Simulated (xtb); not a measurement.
BFH₆O₂Si₂, SMILES F[SiH2][SiH2]B(O)O. All values are semi-empirical tight-binding results from xtb (GFN2-xTB unless named), good for trends rather than for accurate numbers. Geometry optimised at GFN2-xTB. This is a generated structure with no PubChem entry under its InChIKey; it may be hypothetical. Other conformers were not sampled.

```json
{
  "orbital_gap": "3.81 eV",
  "dipole_moment": "0.85 D",
  "zero_point_energy": "42.2 kcal/mol",
  "G − E(el) at 298.15 K (modified RRHO)": "20.1 kcal/mol",
  "static polarisability (D4 model)": "81.3 bohr³",
  "solvation energy, GFN2-xTB/ALPB(water)": "-9.5 kcal/mol",
  "solvation energy, GFN2-xTB/ALPB(acetone)": "-10.9 kcal/mol"
}
```
